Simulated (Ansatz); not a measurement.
Molecule: GeCl₂, net charge 0, singlet state. 
Structure (B3LYP-D3(BJ)/def2-TZVP (Ansatz, an electronic-structure program) minimum search):
SMILES: [Cl][Ge][Cl]
```xyz
3

Ge    -0.0079     0.0041     0.7266
Cl     1.0991     1.2918    -0.6793
Cl    -1.0842    -1.2996    -0.6884
```

Quantity: vertical electron affinity (to the doublet state of charge -1; a negative value means that the extra electron is unbound and the number depends on the basis; each state is the SCF solution reached for its spin), in eV. Cores are frozen in the correlated levels unless marked. UHF or UKS for open shells. Spin-orbit coupling is left out. Frozen are the shells of the preceding noble gas and the d and f shells that filled before the atom's block. Non-relativistic. Anions need diffuse functions: def2-D sets add few. CBS(X,Y): correlation extrapolated as X^-3; Hartree-Fock from the larger set. The bracket is a focal-point correction in the basis named.

| level | program | vertical electron affinity (eV) |
|---|---|---|
| HF/def2-SVPD | Ansatz | 1.00 |

Question: Predict the RI-MP2/CBS(def2-TZVPPD,def2-QZVPPD)+[CCSD(T)-MP2]/def2-TZVPPD result (Ansatz).

Answer: 1.27 eV, so HF/def2-SVPD differs from it by -0.27 eV.
